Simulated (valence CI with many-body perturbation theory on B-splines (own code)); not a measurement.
Mo²⁰⁺: configurations and terms from energies and g

Computed by configuration interaction combined with many-body perturbation theory (CI+MBPT): four valence electrons over a frozen Dirac-Fock core [Ar], a basis of 9 s, 9 p, 10 d, 8 f, 5 g, 3 h, 1 i functions for each j, with the one-electron correlation potential Σ1, the two-electron term Σ2, the three-electron term Σ3, Breit, model QED; selected CI, second order for the rest (own B-spline code, finite nucleus).

No measured levels were compared; by estimate terms of the open shell hold to 2 to 4 % of their energy, and close levels can change places. Core correlation moves these levels by up to 9600 cm⁻¹, and in measured spectra 5 to 20 % of such shifts remained as error; rates that hang on mixing are uncertain with them. Only levels of the ground parity were solved; by the run's estimate the other parity begins above the list, which can be wrong where configurations are misplaced.

| No. | J | Parity | E (eV) | g |
| --- | --- | --- | --- | --- |
| 2 | 1 | even | 1.266 | 1.497 |
| 3 | 2 | even | 2.584 | 1.486 |
| 4 | 3 | even | 3.774 | 1.476 |
| 5 | 4 | even | 4.774 | 1.456 |
| 9 | 1 | even | 11.758 | 1.428 |
| 10 | 5 | even | 11.769 | 1.065 |
| 11 | 2 | even | 12.131 | 0.742 |
| 12 | 6 | even | 12.692 | 1.135 |
| 18 | 5 | even | 16.662 | 1.164 |
| 20 | 6 | even | 18.019 | 1.027 |
| 21 | 1 | even | 18.183 | 0.579 |

Energies count from the lowest level. Strongly mixed levels and levels close to another of their J and parity, and those with J = 0 are left out, so the numbers can have gaps.

**Question.** Give configuration and LS term of each level.

**Answer.** 2: 3d4 5D; 3: 3d4 5D; 4: 3d4 5D; 5: 3d4 5D; 9: 3d4 3P; 10: 3d4 3H; 11: 3d4 3F; 12: 3d4 3H; 18: 3d4 3G; 20: 3d4 1I; 21: 3d4 3D.
